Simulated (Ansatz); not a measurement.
Abridged output of a molecular run in Ansatz:

```
Functional definition: HF
1736 factors; integrals over basis functions are off by at most 1.2e-3 eV
mean field evaluation 1: about -27788.2684 eV, gradient 5.1e1 eV
mean field evaluation 2: about -27788.6287 eV, gradient 5.1e1 eV
mean field evaluation 4: about -27794.0958 eV, gradient 4.2e0 eV
mean field evaluation 8: about -27794.1869 eV, gradient 3.0e-1 eV
mean field -27794.18718482 eV, -1021.4175394655 hartree, gradient 6.4e-6 eV, S^2 0.000000; 0 other end points of the search recorded, 0 dependent functions left out
17 core orbitals not correlated: weight in the atoms' cores, before any rotation towards them, 1.000 or more for the frozen orbitals, at most 0.000 for the correlated occupied ones
reference -27794.18718482 eV, -1021.4175394655 hartree; 16, 16 occupied and 267, 267 virtual orbitals, 1736 factors
second order -23.05135130 eV of doubles, -0.00000000 eV of singles
cycle   1  -23.85135182 eV  change   -8.0e-1 eV  update   1.1e-1
cycle   2  -24.51772000 eV  change   -6.7e-1 eV  update   3.4e-2
cycle   3  -24.66500315 eV  change   -1.5e-1 eV  update   1.7e-2
cycle   4  -24.64909669 eV  change    1.6e-2 eV  update   3.7e-3
cycle   5  -24.64806828 eV  change    1.0e-3 eV  update   1.6e-3
cycle   6  -24.64866131 eV  change   -5.9e-4 eV  update   4.5e-4
cycle   7  -24.64836615 eV  change    3.0e-4 eV  update   2.0e-4
cycle   8  -24.64831288 eV  change    5.3e-5 eV  update   7.3e-5
cycle   9  -24.64835682 eV  change   -4.4e-5 eV  update   3.3e-5
cycle  10  -24.64835118 eV  change    5.6e-6 eV  update   1.3e-5
perturbative correction -0.83642289 eV, -0.0307379743 hartree
Total energy: -27819.67195889 eV, -1022.3540876384 hartree
```

Its atoms:

Z-matrix (Å, degrees):
```
Si
Si 1 2.355
O 1 1.655 2 111.1
H 1 1.493 2 109.4 3 123.0
H 1 1.485 2 110.7 3 -117.5
O 2 1.650 1 109.6 3 -52.5
H 2 1.488 1 111.5 3 -171.6
H 2 1.490 1 111.0 3 67.8
H 3 0.959 1 116.9 2 63.1
Si 6 1.630 2 143.9 1 41.1
H 10 1.485 6 110.9 2 76.8
H 10 1.494 6 109.8 2 -42.8
H 10 1.481 6 109.0 2 -161.8
```

Task: Which basis set was used?
A. def2-SVPD
B. def2-TZVPPD
C. cc-pV(Q+d)Z
D. def2-TZVPP

Result: D. It gives 300 functions.

Task: Write the keys of the input that set method, charge and spin (a neutral closed shell needs none for the last two).

Result: 
```yaml
correlation: {method: ccsd_t}
```
